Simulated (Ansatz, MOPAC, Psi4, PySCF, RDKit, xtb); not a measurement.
Noncovalent pair: SiH4 (SMILES [SiH4]) (first 5 atoms) with AsH3 (SMILES [AsH3]); geometry from B3LYP-D3(BJ)/def2-TZVP, rigid monomers moved along the line of their centres of mass till Si1···H9 is 3.02 Å.
(charge 0, multiplicity 1):
```xyz
9

Si     0.00474    -0.08228     0.19730
H      0.31398    -0.62958    -1.14310
H     -1.42186     0.30734     0.25608
H      0.85178     1.10246     0.45833
H      0.27391    -1.11350     1.22468
As     0.10573     0.39537     3.84712
H     -0.63239     0.98590     5.04482
H     -0.72932    -0.87932     3.89012
H     -0.85650     1.05363     2.86358
```

```json
[
 {"level": "UFF", "interaction energy (meV)": "0.8", "minus CCSD(T)/CBS(def2-SVPD, def2-TZVPPD)": "7.5", "cost": "-"},
 {"level": "GFN-FF", "interaction energy (meV)": "-15.2", "minus CCSD(T)/CBS(def2-SVPD, def2-TZVPPD)": "-8.5", "cost": "-"},
 {"level": "PM3", "interaction energy (meV)": "73.3", "minus CCSD(T)/CBS(def2-SVPD, def2-TZVPPD)": "80.0", "cost": "-"},
 {"level": "PM6", "interaction energy (meV)": "-38.7", "minus CCSD(T)/CBS(def2-SVPD, def2-TZVPPD)": "-32.0", "cost": "-"},
 {"level": "PM7", "interaction energy (meV)": "19.6", "minus CCSD(T)/CBS(def2-SVPD, def2-TZVPPD)": "26.3", "cost": "-"},
 {"level": "GFN1-xTB", "interaction energy (meV)": "-114.1", "minus CCSD(T)/CBS(def2-SVPD, def2-TZVPPD)": "-107.4", "cost": "-"},
 {"level": "GFN2-xTB", "interaction energy (meV)": "-83.1", "minus CCSD(T)/CBS(def2-SVPD, def2-TZVPPD)": "-76.4", "cost": "-"},
 {"level": "HF/STO-3G (no counterpoise)", "interaction energy (meV)": "104.1", "minus CCSD(T)/CBS(def2-SVPD, def2-TZVPPD)": "110.8", "cost": "-"},
 {"level": "HF/3-21G (no counterpoise)", "interaction energy (meV)": "83.3", "minus CCSD(T)/CBS(def2-SVPD, def2-TZVPPD)": "90.0", "cost": "-"},
 {"level": "HF/6-31G*", "interaction energy (meV)": "123.9", "minus CCSD(T)/CBS(def2-SVPD, def2-TZVPPD)": "130.6", "cost": "-"},
 {"level": "HF/6-31G* (no counterpoise)", "interaction energy (meV)": "115.4", "minus CCSD(T)/CBS(def2-SVPD, def2-TZVPPD)": "122.0", "cost": "-"},
 {"level": "HF/def2-SVPD", "interaction energy (meV)": "120.0", "minus CCSD(T)/CBS(def2-SVPD, def2-TZVPPD)": "126.7", "cost": "-"},
 {"level": "HF/def2-TZVPPD", "interaction energy (meV)": "117.5", "minus CCSD(T)/CBS(def2-SVPD, def2-TZVPPD)": "124.2", "cost": "-"},
 {"level": "PBE/def2-TZVPPD", "interaction energy (meV)": "26.6", "minus CCSD(T)/CBS(def2-SVPD, def2-TZVPPD)": "33.2", "cost": "×1"},
 {"level": "PBE-D3(BJ)/def2-TZVPPD", "interaction energy (meV)": "-35.8", "minus CCSD(T)/CBS(def2-SVPD, def2-TZVPPD)": "-29.2", "cost": "×1"},
 {"level": "r2SCAN-D3(BJ)/def2-TZVPPD", "interaction energy (meV)": "-16.2", "minus CCSD(T)/CBS(def2-SVPD, def2-TZVPPD)": "-9.5", "cost": "×2"},
 {"level": "r2SCAN-D4/def2-TZVPPD", "interaction energy (meV)": "-12.1", "minus CCSD(T)/CBS(def2-SVPD, def2-TZVPPD)": "-5.4", "cost": "×2"},
 {"level": "B3LYP/6-31G*", "interaction energy (meV)": "90.6", "minus CCSD(T)/CBS(def2-SVPD, def2-TZVPPD)": "97.3", "cost": "-"},
 {"level": "B3LYP/6-31G* (no counterpoise)", "interaction energy (meV)": "77.2", "minus CCSD(T)/CBS(def2-SVPD, def2-TZVPPD)": "83.8", "cost": "-"},
 {"level": "B3LYP/LANL2DZ (no counterpoise)", "interaction energy (meV)": "102.4", "minus CCSD(T)/CBS(def2-SVPD, def2-TZVPPD)": "109.0", "cost": "-"},
 {"level": "B3LYP/def2-TZVPPD", "interaction energy (meV)": "80.4", "minus CCSD(T)/CBS(def2-SVPD, def2-TZVPPD)": "87.1", "cost": "×1"},
 {"level": "B3LYP-D3(BJ)/def2-TZVPPD", "interaction energy (meV)": "-33.6", "minus CCSD(T)/CBS(def2-SVPD, def2-TZVPPD)": "-26.9", "cost": "×1"},
 {"level": "B3LYP-D4/def2-TZVPPD", "interaction energy (meV)": "-20.2", "minus CCSD(T)/CBS(def2-SVPD, def2-TZVPPD)": "-13.6", "cost": "×1"},
 {"level": "PBE0/def2-TZVPPD", "interaction energy (meV)": "25.8", "minus CCSD(T)/CBS(def2-SVPD, def2-TZVPPD)": "32.4", "cost": "×1"},
 {"level": "PBE0-D3(BJ)/def2-TZVPPD", "interaction energy (meV)": "-35.6", "minus CCSD(T)/CBS(def2-SVPD, def2-TZVPPD)": "-28.9", "cost": "×1"},
 {"level": "M06-2X/6-31G* (no counterpoise)", "interaction energy (meV)": "-35.2", "minus CCSD(T)/CBS(def2-SVPD, def2-TZVPPD)": "-28.5", "cost": "-"},
 {"level": "wB97X-V/def2-TZVPPD", "interaction energy (meV)": "-15.9", "minus CCSD(T)/CBS(def2-SVPD, def2-TZVPPD)": "-9.2", "cost": "×4"},
 {"level": "wB97M-V/def2-TZVPPD", "interaction energy (meV)": "-24.1", "minus CCSD(T)/CBS(def2-SVPD, def2-TZVPPD)": "-17.5", "cost": "×4"},
 {"level": "MP2/6-31G* (no counterpoise)", "interaction energy (meV)": "34.1", "minus CCSD(T)/CBS(def2-SVPD, def2-TZVPPD)": "40.7", "cost": "-"},
 {"level": "MP2/def2-SVPD", "interaction energy (meV)": "15.2", "minus CCSD(T)/CBS(def2-SVPD, def2-TZVPPD)": "21.9", "cost": "-"},
 {"level": "MP2/def2-TZVPPD", "interaction energy (meV)": "-4.2", "minus CCSD(T)/CBS(def2-SVPD, def2-TZVPPD)": "2.5", "cost": "-"},
 {"level": "MP2/CBS(def2-SVPD, def2-TZVPPD)", "interaction energy (meV)": "-11.4", "minus CCSD(T)/CBS(def2-SVPD, def2-TZVPPD)": "-4.7", "cost": "-"},
 {"level": "SCS-MP2/def2-SVPD", "interaction energy (meV)": "39.3", "minus CCSD(T)/CBS(def2-SVPD, def2-TZVPPD)": "46.0", "cost": "-"},
 {"level": "SCS-MP2/def2-TZVPPD", "interaction energy (meV)": "22.3", "minus CCSD(T)/CBS(def2-SVPD, def2-TZVPPD)": "29.0", "cost": "-"},
 {"level": "CCSD/def2-SVPD", "interaction energy (meV)": "32.7", "minus CCSD(T)/CBS(def2-SVPD, def2-TZVPPD)": "39.4", "cost": "-"},
 {"level": "CCSD/def2-TZVPPD", "interaction energy (meV)": "16.8", "minus CCSD(T)/CBS(def2-SVPD, def2-TZVPPD)": "23.4", "cost": "-"},
 {"level": "CCSD(T)/def2-SVPD", "interaction energy (meV)": "19.8", "minus CCSD(T)/CBS(def2-SVPD, def2-TZVPPD)": "26.5", "cost": "×3"},
 {"level": "CCSD(T)/def2-TZVPPD", "interaction energy (meV)": "0.4", "minus CCSD(T)/CBS(def2-SVPD, def2-TZVPPD)": "7.1", "cost": "×100*"},
 {"level": "CCSD(T)/CBS(def2-SVPD, def2-TZVPPD)", "interaction energy (meV)": "-6.7", "minus CCSD(T)/CBS(def2-SVPD, def2-TZVPPD)": "0.0", "cost": "×100*"},
 {"level": "SAPT0/aug-cc-pVDZ", "interaction energy (meV)": "-10.9", "minus CCSD(T)/CBS(def2-SVPD, def2-TZVPPD)": "-4.2", "cost": "-"}
]
```

 The comparison column counts from a level with limits of its own.

The rows run from -114.1 (GFN1-xTB) to 123.9 meV (HF/6-31G*). In def2-TZVPPD the value moves HF 117.5, MP2 -4.2, CCSD 16.8, CCSD(T) 0.4, a shift of -117.1 from HF to CCSD(T). From def2-SVPD to def2-TZVPPD CCSD(T) changes by -19.3. The dispersion term adds -62.4 in PBE-D3(BJ), -114.0 in B3LYP-D3(BJ), -100.7 in B3LYP-D4. The 5 functionals in def2-TZVPPD without D3 or D4 span 104.6, from wB97M-V to B3LYP.

Monomers are frozen at their geometry in the pair; levels with a basis set take the counterpoise correction. Rows marked so take none. RDKit's UFF carries no charges.

Cores are frozen in the correlated methods. Filled d and f shells under p-block atoms count as core. CBS(a, b) extrapolates the correlation energy as X⁻³ and adds the Hartree–Fock energy of set b. Rows in 3-21G, 6-31G*, LANL2DZ, STO-3G carry no dispersion term and start afresh at each structure (6-31G* with six Cartesian d functions); the Pople sets are all-electron and without relativity. MP2/6-31G* freezes PySCF's default core, which leaves 3d correlated. LANL2DZ brings its own core potentials from Na on. The state reached by PM3, PM6, PM7 isn't checked; PM7 holds dispersion and hydrogen-bond terms.

Programs: Ansatz (a program for electronic structure) with Gaussian orbitals; MOPAC for PM3, PM6, PM7 (differences of heats of formation); Psi4 for SAPT; PySCF for 3-21G rows, 6-31G* rows, LANL2DZ rows, STO-3G rows, the dispersion terms; RDKit for the force fields; xtb for the GFN methods. 

Costs are rough ratios of core time to PBE/def2-TZVPPD (about 5 s over the structures, on one shared machine); a dash marks a level with no comparable run of its own. A star marks coupled-cluster runs past 200 virtual orbitals, where the program's memory plan changes under this machine's limit, so their costs aren't comparable with smaller runs.
